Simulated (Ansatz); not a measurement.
Born–Oppenheimer molecular dynamics of a periodic cell of 17 atoms, Si$_{16}$O (host Si, host structure diamond, interstitial O). It starts from a relaxed structure.

The calculation used DFT LDA, scalar-relativistic, plane waves, PAW (Ansatz). Settings: PAW set soft_1, cutoff 420 eV, k mesh 2x2x2, fermi-dirac smearing 0.02 eV, spin collinear.

```
ensemble        : NVT, Langevin thermostat
time step       : 1.5 fs
steps asked     : 180
set temperature : 600 K
friction        : 0.05 /fs
seed            : 270235
```

Frames 7.5 fs apart, positions in Å, forces in eV/Å.

Velocities at 180 fs (Å/ps):

```
Si -4.98 -3.29 -9.92
Si 5.36 0.37 -6.51
Si 0.34 -2.93 4.87
Si -4.94 2.25 -6.00
Si 0.58 6.05 1.69
Si 0.60 -4.55 1.28
Si 2.60 -4.63 -2.87
Si 3.59 3.81 1.01
Si 0.23 2.45 2.09
Si 3.59 -1.45 -2.88
Si -2.35 1.93 3.26
Si 0.79 4.17 -7.24
Si -3.38 2.89 -2.65
Si -7.91 9.93 -1.48
Si -9.38 -1.28 -5.38
Si 0.33 1.72 2.84
O 7.07 8.23 1.28
```

```xyz
17
Lattice="0.0000 5.4300 5.4300 5.4300 0.0000 5.4300 5.4300 5.4300 0.0000" Properties=species:S:1:pos:R:3:forces:R:3 time_fs=180 energy_less_start_eV=0.878 T=624
Si -0.110 -0.145 0.494 -0.37 -0.55 0.08
Si 1.288 1.514 1.397 0.65 -0.66 0.40
Si 2.744 2.723 0.074 0.47 -0.45 -0.92
Si 3.843 3.854 1.805 1.00 -0.31 -1.22
Si 2.919 0.185 2.642 -0.19 0.31 -0.91
Si 4.063 1.052 4.407 0.61 1.50 0.11
Si 5.698 2.969 2.808 0.44 -0.80 -0.22
Si 7.128 4.282 4.048 -0.21 0.03 0.43
Si 0.042 2.947 2.668 -1.20 -0.45 1.09
Si 1.224 4.171 4.342 0.05 -0.29 -0.78
Si 2.549 5.360 2.786 -0.44 1.72 1.27
Si 4.080 6.763 4.001 0.56 0.54 0.20
Si 2.779 2.774 5.391 -0.44 -0.62 0.03
Si 4.135 4.221 6.593 0.44 -0.23 0.86
Si 5.655 5.504 5.405 -0.94 0.39 -1.17
Si 6.845 6.879 6.773 0.10 0.60 0.65
O 5.430 2.030 4.136 -0.51 -0.74 0.10
17
Lattice="0.0000 5.4300 5.4300 5.4300 0.0000 5.4300 5.4300 5.4300 0.0000" Properties=species:S:1:pos:R:3:forces:R:3 time_fs=187.5 energy_less_start_eV=0.766 T=677
Si -0.144 -0.180 0.425 0.45 -0.44 0.62
Si 1.304 1.500 1.361 -0.25 -0.95 0.89
Si 2.736 2.696 0.109 0.56 0.17 -1.71
Si 3.849 3.868 1.756 0.82 0.06 -0.36
Si 2.929 0.197 2.631 -0.34 0.64 -0.39
Si 4.080 1.065 4.428 0.39 1.83 -0.72
Si 5.730 2.947 2.776 -0.10 -0.28 0.28
Si 7.112 4.312 4.045 -0.03 -0.36 0.44
Si 0.047 2.938 2.688 -1.06 -0.22 0.42
Si 1.284 4.178 4.314 -0.77 -0.55 -0.47
Si 2.524 5.400 2.830 0.61 1.24 0.40
Si 4.098 6.787 4.010 0.18 0.67 0.05
Si 2.769 2.772 5.380 -0.04 -0.43 0.55
Si 4.113 4.298 6.586 0.49 -1.29 0.83
Si 5.596 5.526 5.364 -0.05 0.68 -0.62
Si 6.851 6.891 6.800 -0.16 0.11 -0.15
O 5.441 2.081 4.161 -0.70 -0.87 -0.05
17
Lattice="0.0000 5.4300 5.4300 5.4300 0.0000 5.4300 5.4300 5.4300 0.0000" Properties=species:S:1:pos:R:3:forces:R:3 time_fs=195 energy_less_start_eV=0.906 T=586
Si -0.173 -0.199 0.403 0.87 -0.35 0.43
Si 1.306 1.466 1.364 -0.77 -0.81 1.27
Si 2.717 2.665 0.130 0.50 0.42 -2.04
Si 3.856 3.864 1.696 0.39 0.62 0.70
Si 2.931 0.202 2.635 -0.37 0.74 0.07
Si 4.081 1.125 4.463 -0.24 0.82 -1.14
Si 5.764 2.980 2.753 -1.13 -1.08 0.99
Si 7.073 4.309 4.035 0.50 -0.08 0.72
Si 0.033 2.955 2.736 -0.67 -0.44 -0.34
Si 1.320 4.166 4.292 -1.29 -0.46 0.13
Si 2.506 5.472 2.902 1.50 0.51 -0.54
Si 4.141 6.800 4.059 -0.82 1.25 -0.58
Si 2.751 2.756 5.401 0.18 0.17 0.80
Si 4.127 4.338 6.591 0.15 -1.82 0.89
Si 5.536 5.556 5.315 1.18 0.26 0.28
Si 6.853 6.902 6.820 -0.45 -0.21 -0.40
O 5.414 2.071 4.184 0.44 0.44 -1.25
17
Lattice="0.0000 5.4300 5.4300 5.4300 0.0000 5.4300 5.4300 5.4300 0.0000" Properties=species:S:1:pos:R:3:forces:R:3 time_fs=202.5 energy_less_start_eV=0.901 T=558
Si -0.186 -0.195 0.431 0.74 -0.40 -0.12
Si 1.277 1.412 1.393 -0.17 0.26 1.00
Si 2.738 2.640 0.102 -0.30 0.12 -1.41
Si 3.849 3.853 1.667 0.30 0.82 1.19
Si 2.948 0.236 2.656 -0.60 0.47 0.24
Si 4.089 1.179 4.480 -0.89 -0.02 -0.74
Si 5.778 2.990 2.751 -1.65 -1.12 0.57
Si 7.059 4.293 4.023 0.92 0.36 0.94
Si -0.010 2.989 2.776 -0.33 -0.96 -0.86
Si 1.297 4.155 4.279 -0.82 0.08 0.44
Si 2.521 5.544 2.941 1.21 -0.41 -0.73
Si 4.170 6.797 4.071 -1.10 1.61 -0.72
Si 2.711 2.746 5.449 0.49 0.59 0.37
Si 4.119 4.333 6.630 -0.01 -1.62 0.68
Si 5.508 5.552 5.311 1.66 -0.23 0.69
Si 6.841 6.910 6.828 -0.64 -0.54 -0.28
O 5.401 2.068 4.159 1.19 0.98 -1.25
17
Lattice="0.0000 5.4300 5.4300 5.4300 0.0000 5.4300 5.4300 5.4300 0.0000" Properties=species:S:1:pos:R:3:forces:R:3 time_fs=210 energy_less_start_eV=0.721 T=632
Si -0.184 -0.202 0.451 0.38 -0.12 -0.59
Si 1.233 1.383 1.449 0.21 0.90 0.44
Si 2.750 2.586 0.046 -0.68 0.58 0.02
Si 3.849 3.862 1.690 -0.10 0.44 0.56
Si 2.923 0.298 2.694 -0.13 -0.40 -0.39
Si 4.091 1.223 4.456 -0.65 0.02 0.20
Si 5.764 2.986 2.762 -1.35 -0.43 -0.50
Si 7.080 4.266 4.013 0.93 0.67 1.00
Si -0.084 3.017 2.789 0.31 -1.27 -0.65
Si 1.277 4.157 4.271 -0.59 0.53 0.28
Si 2.550 5.590 2.940 0.63 -0.99 -0.66
Si 4.181 6.800 4.080 -0.99 1.51 -0.90
Si 2.663 2.778 5.486 0.97 0.15 0.00
Si 4.133 4.285 6.649 -0.52 -0.27 0.55
Si 5.528 5.567 5.305 1.44 -1.01 0.87
Si 6.798 6.903 6.825 -0.31 -0.39 -0.17
O 5.426 2.089 4.116 0.44 0.09 -0.06
17
Lattice="0.0000 5.4300 5.4300 5.4300 0.0000 5.4300 5.4300 5.4300 0.0000" Properties=species:S:1:pos:R:3:forces:R:3 time_fs=217.5 energy_less_start_eV=0.792 T=503
Si -0.181 -0.198 0.464 0.24 0.06 -0.76
Si 1.245 1.365 1.500 -0.30 1.22 -0.22
Si 2.753 2.555 0.005 -0.76 0.86 1.19
Si 3.853 3.871 1.724 -0.34 0.27 -0.07
Si 2.881 0.343 2.734 0.55 -1.19 -0.52
Si 4.074 1.254 4.446 0.09 0.37 0.68
Si 5.751 3.004 2.760 -0.92 -0.16 -0.66
Si 7.116 4.226 4.054 0.65 0.92 0.45
Si -0.157 3.010 2.778 1.16 -1.06 -0.41
Si 1.237 4.146 4.265 -0.22 0.80 0.04
Si 2.588 5.606 2.917 0.02 -1.09 -0.34
Si 4.193 6.845 4.081 -0.82 0.52 -0.84
Si 2.649 2.812 5.516 0.79 -0.15 -0.25
Si 4.144 4.268 6.652 -0.86 0.61 0.38
Si 5.565 5.569 5.292 0.86 -1.11 0.78
Si 6.752 6.903 6.820 0.22 -0.27 -0.04
O 5.443 2.120 4.105 -0.37 -0.61 0.58
17
Lattice="0.0000 5.4300 5.4300 5.4300 0.0000 5.4300 5.4300 5.4300 0.0000" Properties=species:S:1:pos:R:3:forces:R:3 time_fs=225 energy_less_start_eV=0.930 T=398
Si -0.184 -0.163 0.456 0.08 -0.30 -0.39
Si 1.216 1.372 1.549 -0.09 1.19 -0.73
Si 2.739 2.524 -0.036 -0.60 0.84 2.28
Si 3.855 3.894 1.776 -0.39 0.02 -0.95
Si 2.859 0.370 2.763 0.83 -1.37 -0.26
Si 4.055 1.288 4.489 0.42 0.22 0.17
Si 5.735 3.018 2.757 -0.37 -0.09 0.06
Si 7.161 4.201 4.123 0.07 1.02 -0.55
Si -0.165 2.988 2.767 1.27 -0.51 -0.28
Si 1.207 4.160 4.270 0.39 0.61 0.01
Si 2.637 5.609 2.898 -0.81 -0.89 -0.22
Si 4.205 6.859 4.073 -0.55 0.01 -0.65
Si 2.681 2.806 5.539 -0.14 0.43 -0.18
Si 4.149 4.294 6.669 -1.00 0.52 0.45
Si 5.584 5.546 5.295 0.50 -0.91 0.51
Si 6.703 6.907 6.798 0.80 -0.21 0.40
O 5.420 2.174 4.141 -0.40 -0.58 0.33
17
Lattice="0.0000 5.4300 5.4300 5.4300 0.0000 5.4300 5.4300 5.4300 0.0000" Properties=species:S:1:pos:R:3:forces:R:3 time_fs=232.5 energy_less_start_eV=1.007 T=461
Si -0.175 -0.146 0.447 -0.16 -0.38 -0.14
Si 1.171 1.397 1.572 0.63 0.77 -0.76
Si 2.729 2.511 -0.021 -0.43 0.76 2.22
Si 3.862 3.900 1.771 -0.20 -0.19 -1.10
Si 2.867 0.395 2.788 0.58 -1.25 -0.27
Si 4.053 1.314 4.530 0.45 0.01 -0.22
Si 5.727 3.001 2.768 -0.06 0.79 -0.09
Si 7.192 4.207 4.161 -0.18 0.84 -1.02
Si -0.154 2.979 2.754 0.97 -0.37 0.12
Si 1.167 4.186 4.265 1.07 0.27 0.03
Si 2.670 5.583 2.886 -1.34 -0.59 -0.19
Si 4.199 6.848 4.063 -0.35 -0.03 -0.32
Si 2.710 2.819 5.546 -1.02 0.74 0.23
Si 4.160 4.314 6.714 -1.11 0.55 0.07
Si 5.604 5.531 5.305 0.18 -0.62 0.49
Si 6.667 6.914 6.823 1.47 -0.37 -0.03
O 5.397 2.217 4.150 -0.49 -0.94 0.97
17
Lattice="0.0000 5.4300 5.4300 5.4300 0.0000 5.4300 5.4300 5.4300 0.0000" Properties=species:S:1:pos:R:3:forces:R:3 time_fs=240 energy_less_start_eV=0.950 T=529
Si -0.182 -0.137 0.463 -0.15 -0.24 -0.47
Si 1.129 1.416 1.569 1.40 0.46 -0.36
Si 2.720 2.543 0.063 0.02 0.14 1.21
Si 3.877 3.906 1.728 -0.26 -0.16 -0.47
Si 2.893 0.409 2.809 0.06 -1.14 -0.49
Si 4.064 1.335 4.549 -0.17 -0.28 0.02
Si 5.726 2.989 2.774 -0.34 1.18 0.41
Si 7.207 4.182 4.169 -0.12 1.07 -1.06
Si -0.123 2.983 2.752 0.27 -0.12 0.17
Si 1.148 4.214 4.271 1.33 0.02 0.10
Si 2.672 5.561 2.893 -1.31 -0.48 -0.17
Si 4.195 6.839 4.052 -0.36 0.23 0.31
Si 2.709 2.841 5.549 -1.31 0.67 0.61
Si 4.165 4.359 6.722 -1.01 0.09 0.15
Si 5.638 5.517 5.315 -0.09 -0.18 0.35
Si 6.639 6.909 6.893 1.99 -0.77 -0.93
O 5.360 2.271 4.190 0.05 -0.50 0.63
17
Lattice="0.0000 5.4300 5.4300 5.4300 0.0000 5.4300 5.4300 5.4300 0.0000" Properties=species:S:1:pos:R:3:forces:R:3 time_fs=247.5 energy_less_start_eV=0.912 T=599
Si -0.195 -0.154 0.447 0.28 0.27 -0.39
Si 1.115 1.445 1.569 1.76 -0.41 -0.45
Si 2.732 2.572 0.170 -0.11 -0.25 -0.39
Si 3.880 3.923 1.670 -0.21 0.01 0.66
Si 2.916 0.383 2.808 -0.32 -0.73 -0.41
Si 4.065 1.319 4.567 -0.33 0.11 -0.17
Si 5.713 2.987 2.766 -0.66 0.61 1.54
Si 7.205 4.165 4.152 0.04 0.86 -0.60
Si -0.085 2.971 2.727 -0.55 0.33 0.54
Si 1.145 4.225 4.271 1.12 -0.37 0.09
Si 2.612 5.532 2.912 -0.61 -0.32 -0.37
Si 4.158 6.836 4.017 -0.03 0.21 0.98
Si 2.721 2.877 5.532 -1.44 0.28 0.87
Si 4.157 4.393 6.725 -0.67 -0.37 0.18
Si 5.656 5.494 5.334 -0.36 0.35 -0.12
Si 6.656 6.889 6.925 1.71 -0.56 -1.21
O 5.332 2.328 4.280 0.36 -0.03 -0.76
17
Lattice="0.0000 5.4300 5.4300 5.4300 0.0000 5.4300 5.4300 5.4300 0.0000" Properties=species:S:1:pos:R:3:forces:R:3 time_fs=255 energy_less_start_eV=1.123 T=430
Si -0.194 -0.175 0.441 0.61 0.81 -0.76
Si 1.120 1.454 1.548 1.87 -0.88 -0.52
Si 2.757 2.584 0.240 -0.40 -0.43 -1.54
Si 3.877 3.966 1.633 -0.24 -0.12 1.54
Si 2.924 0.349 2.765 -0.50 -0.24 0.31
Si 4.055 1.298 4.569 -0.34 0.54 -0.40
Si 5.692 3.013 2.768 -0.51 -0.20 1.42
Si 7.201 4.152 4.133 0.18 0.84 -0.18
Si -0.033 2.970 2.703 -1.34 0.17 0.75
Si 1.129 4.216 4.246 1.18 -0.43 0.58
Si 2.566 5.513 2.927 -0.23 -0.20 -0.62
Si 4.108 6.838 3.977 0.59 0.31 1.46
Si 2.719 2.901 5.533 -1.29 -0.11 0.80
Si 4.145 4.392 6.766 -0.15 -0.48 -0.51
Si 5.664 5.487 5.345 -0.68 0.39 -0.32
Si 6.698 6.870 6.920 0.96 0.19 -0.86
O 5.293 2.378 4.314 0.28 -0.16 -1.13
17
Lattice="0.0000 5.4300 5.4300 5.4300 0.0000 5.4300 5.4300 5.4300 0.0000" Properties=species:S:1:pos:R:3:forces:R:3 time_fs=262.5 energy_less_start_eV=1.275 T=327
Si -0.168 -0.211 0.418 0.57 1.18 -0.61
Si 1.162 1.467 1.520 1.29 -1.25 -0.54
Si 2.791 2.551 0.248 -0.32 0.29 -1.39
Si 3.863 4.013 1.655 0.00 -0.69 1.24
Si 2.920 0.319 2.725 -0.63 0.52 1.41
Si 4.061 1.294 4.583 -0.73 0.64 -0.49
Si 5.684 3.005 2.793 -0.48 -0.34 0.86
Si 7.213 4.133 4.122 0.25 0.84 -0.08
Si -0.017 2.971 2.684 -1.38 -0.43 0.93
Si 1.132 4.209 4.205 1.10 -0.43 0.93
Si 2.545 5.515 2.927 -0.25 0.07 -0.82
Si 4.059 6.848 3.976 1.23 0.23 1.34
Si 2.684 2.931 5.549 -0.64 -0.44 0.68
Si 4.135 4.390 6.856 0.29 -0.60 -1.98
Si 5.674 5.477 5.327 -1.05 0.18 -0.08
Si 6.718 6.866 6.873 0.50 0.55 -0.34
O 5.277 2.405 4.342 0.26 -0.33 -1.08
```

Of the whole run (270 fs, mean temperature of the second half 502 K): The mean temperature of the second half is 16 % below the set value. A run of 0.27 ps of so small a system gives no equilibrium averages. Limits of this set-up: coarse k mesh, PAW files made for another functional, a small cell, in which the defect meets its images.

The run took 14 min on 1 thread of Arm Neoverse V2 (shared host), peak memory 0.57 GiB.
